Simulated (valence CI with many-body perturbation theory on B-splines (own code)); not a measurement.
# Energy levels of In⁴²⁺

Level of theory: valence CI with perturbative core correlation (CI+MBPT): five valence electrons over a frozen Dirac-Fock core [He], radial functions for each j: 11 s, 11 p, 10 d, 8 f, 5 g, 2 h, with the one-electron correlation potential Σ1 (screened to all orders), the two-electron term Σ2, the three-electron term Σ3, Breit, model QED; selected single and double excitations, second order for the rest, scaled by the run's own slope (own B-spline code, finite nucleus).

The last digits are not significant, and no measured levels were compared; by estimate large intervals hold to a few tenths of a per cent, small ones and those within an open d or f shell to about a per cent. Among the levels kept, up to 7100 cm⁻¹ of a level comes from second order outside the variational space, and about a tenth of that is noise between levels of different J, which matters for small intervals.

Levels 46 to 90 of 205, with energies above the lowest level, (2s^2 2p1/2^2 2p3/2) J=3/2. "Leading %" is the weight of the configuration and term that name the level; weights of strongly mixed levels are sums over their largest components and can fall short. In the jj column 3d3/2^4 stands for four electrons in 3d with j = 3/2. Lifetimes count E1, E2, E3, M1 and M2 decay at the calculated energies, and are blank where another channel may lead or the interval is too uncertain; long ones can be off by a factor of two.

```tsv
No.	Configuration	Term	J	E (eV)	Leading %	g	Lifetime	Leading jj
46	2s²2p²3d	²F	5/2	4142.6	32	1.175	3.59 fs	2s^2 2p1/2 2p3/2 3d5/2 (70 %)
47	2s²2p²3d	²G	9/2	4142.7	59	1.191	69.0 ps	2s^2 2p1/2 2p3/2 3d5/2 (99 %)
48	2s²2p²3d	⁴P	1/2	4143.9	39	1.815	2.74 fs	2s^2 2p1/2 2p3/2 3d3/2 (96 %)
49	2s2p³3s	⁴D°	1/2	4148.5	40	0.730	26.9 fs	2s 2p1/2^2 2p3/2 3s (93 %)
50	2s²2p²3d	²D	5/2	4150.1	38	1.326	4.42 fs	2s^2 2p1/2 2p3/2 3d5/2 (55 %)
51	2s2p³3p	⁶P	3/2	4150.2	28	1.733	49.4 fs	2s 2p1/2^2 2p3/2 3p1/2 (80 %)
52	2s2p³3s	²P°	3/2	4151.5	30	1.362	52.0 fs	2s 2p1/2^2 2p3/2 3s (96 %)
53	2s2p³3p	⁶P	5/2	4154.6	14	1.341	8.09 fs	2s 2p1/2^2 2p3/2 3p1/2 (56 %)
54	2s²2p²3d	²F	7/2	4159.9	62	1.107	2.65 fs	2s^2 2p1/2 2p3/2 3d5/2 (92 %)
55	2s²2p²3d	²D	3/2	4161.1	56	0.957	4.03 fs	2s^2 2p1/2 2p3/2 3d5/2 (89 %)
56	2s²2p²3d	²P	1/2	4164.2	64	1.088	3.33 fs	2s^2 2p1/2 2p3/2 3d5/2 (95 %)
57	2s²2p²3s	⁴P	5/2	4164.3	42	1.371	15.4 fs	2s^2 2p3/2^2 3s (69 %)
58	2s²2p²3s	²P	3/2	4167.1	47	1.150	18.1 fs	2s^2 2p3/2^2 3s (88 %)
59	2s²2p²3s	²S	1/2	4198.6	64	1.907	51.0 fs	2s^2 2p3/2^2 3s (88 %)
60	2s2p³3p	⁴D	1/2	4204.3	28	1.141	47.3 fs	2s 2p1/2^2 2p3/2 3p1/2 (85 %)
61	2s2p³3p	²D	3/2	4205.9	30	0.935	41.7 fs	2s 2p1/2^2 2p3/2 3p1/2 (96 %)
62	2s2p³3p	⁴D	7/2	4211.4	42	1.494	888 fs	2s 2p1/2^2 2p3/2 3p3/2 (94 %)
63	2s2p³3p	⁴P	3/2	4217.9	37	1.590	15.7 fs	2s 2p1/2^2 2p3/2 3p3/2 (95 %)
64	2s2p³3p	⁴P	5/2	4228.2	37	1.460	17.0 fs	2s 2p1/2^2 2p3/2 3p3/2 (93 %)
65	2s²2p²3p	²P°	3/2	4228.4	26	1.427	906 fs	2s^2 2p3/2^2 3p1/2 (96 %)
66	2s²2p²3p	²D°	5/2	4231.9	43	1.180	2.21 ps	2s^2 2p3/2^2 3p1/2 (96 %)
67	2s2p³3p	⁴P	1/2	4232.3	39	1.716	8.82 fs	2s 2p1/2^2 2p3/2 3p3/2 (91 %)
68	2s²2p²3p	²P°	1/2	4264.1	70	0.721	1.32 ps	2s^2 2p3/2^2 3p1/2 (86 %)
69	2s2p³3p	²D	5/2	4271.5	26	1.236	24.0 fs	2s 2p1/2^2 2p3/2 3p3/2 (96 %)
70	2s2p³3d	⁶D°	5/2	4273.5	30	1.344	38.2 fs	2s 2p1/2^2 2p3/2 3d3/2 (92 %)
71	2s2p³3d	⁶D°	3/2	4275.9	38	1.486	22.6 fs	2s 2p1/2^2 2p3/2 3d3/2 (94 %)
72	2s2p³3d	⁶D°	7/2	4276.5	32	1.343	259 fs	2s 2p1/2^2 2p3/2 3d3/2 (76 %)
73	2s2p³3d	⁶D°	1/2	4277.0	42	2.561	71.9 fs	2s 2p1/2^2 2p3/2 3d3/2 (94 %)
74	2s2p³3p	²P	3/2	4280.0	26	1.210	26.0 fs	2s 2p1/2^2 2p3/2 3p3/2 (95 %)
75	2s²2p²3p	²D°	5/2	4280.2	45	1.328	556 fs	2s^2 2p3/2^2 3p3/2 (84 %)
76	2s²2p²3p	⁴D°	7/2	4280.6	54	1.309	993 fs	2s^2 2p3/2^2 3p3/2 (91 %)
77	2s2p³3p	⁴P	1/2	4283.6	48	1.815	270 fs	2s 2p1/2^2 2p3/2 3p3/2 (95 %)
78	2s²2p²3p	²P°	1/2	4284.5	65	1.163	2.67 ps	2s^2 2p3/2^2 3p3/2 (87 %)
79	2s2p³3d	⁴F°	9/2	4288.2	43	1.385	50.2 ps	2s 2p1/2^2 2p3/2 3d5/2 (95 %)
80	2s2p³3s	⁴D°	5/2	4288.9	39	1.574	35.5 fs	2s 2p1/2 2p3/2^2 3s (80 %)
81	2s2p³3s	⁴S°	3/2	4303.0	35	1.397	25.8 fs	2s 2p1/2 2p3/2^2 3s (78 %)
82	2s2p³3d	⁴D°	5/2	4304.6	35	1.352	6.65 fs	2s 2p1/2^2 2p3/2 3d5/2 (91 %)
83	2s2p³3d	⁴D°	3/2	4306.8	30	1.102	11.1 fs	2s 2p1/2^2 2p3/2 3d5/2 (74 %)
84	2s2p³3d	⁴D°	7/2	4310.9	36	1.298	3.12 fs	2s 2p1/2^2 2p3/2 3d5/2 (64 %)
85	2s²2p²3p	²P°	3/2	4313.5	54	1.334	141 fs	2s^2 2p3/2^2 3p3/2 (80 %)
86	2s2p³3d	⁴D°	1/2	4321.6	57	0.526	4.24 fs	2s 2p1/2^2 2p3/2 3d5/2 (87 %)
87	2s2p³3s	⁴D°	7/2	4323.4	78	1.384	74.6 fs	2s 2p1/2 2p3/2^2 3s (78 %)
88	2s²2p²3p	²P°	3/2	4325.7	57	1.306	334 fs	2s^2 2p3/2^2 3p3/2 (92 %)
89	2s2p³3d	²F°	5/2	4333.1	29	0.913	71.2 fs	2s 2p1/2^2 2p3/2 3d3/2 (94 %)
90	2s2p³3s	²D°	5/2	4335.1	71	1.220	24.5 fs	2s 2p1/2 2p3/2^2 3s (94 %)
```
